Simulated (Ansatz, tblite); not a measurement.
Removing an electron: (HMg-mu-Br)2 (Mg2H2Br2). Total charge 0; singlet. Geometry: PBE-D4/def2-SVP. Ansatz, gas phase; energy differences of separate SCF runs; the oxidised species was run as a doublet alone.

Cartesian coordinates in Å:
```
Mg -0.212 -1.710 0.315
H -0.409 -3.367 0.621
Br 0.122 -0.356 -1.852
Mg 0.212 1.710 -0.315
H 0.425 3.365 -0.620
Br -0.138 0.358 1.850
```

The xTB rows come from tblite.

(1) Estimate orbital energies and vertical ionisation energies at: GFN1-xTB; GFN2-xTB; PBE-D4/def2-TZVP; r2SCAN-D4/def2-TZVP; PBE0-D4/def2-TZVP.

Results:

(1) 
| level | −HOMO (eV) | vertical IE (eV) | −LUMO (eV) | HOMO–LUMO gap (eV) |
| --- | --- | --- | --- | --- |
| GFN1-xTB | 11.26 | 14.47 | 6.64 | 4.61 |
| GFN2-xTB | 11.23 | 13.67 | 5.96 | 5.27 |
| PBE-D4/def2-TZVP | 6.56 | 9.07 | 1.72 | 4.84 |
| r2SCAN-D4/def2-TZVP | 6.81 | 9.20 | 1.27 | 5.54 |
| PBE0-D4/def2-TZVP | 7.73 | 9.50 | 1.02 | 6.71 |

Relaxing the oxidised species (PBE-D4/def2-SVP) changes its energy by -0.12 eV at PBE-D4/def2-TZVP, so the adiabatic ionisation energy to this nearest minimum is 8.95 eV. At PBE0-D4/def2-TZVP it is 9.36 eV.    Raw xTB energy differences between charge states are shifted by several eV; the methods need an empirical correction for them.
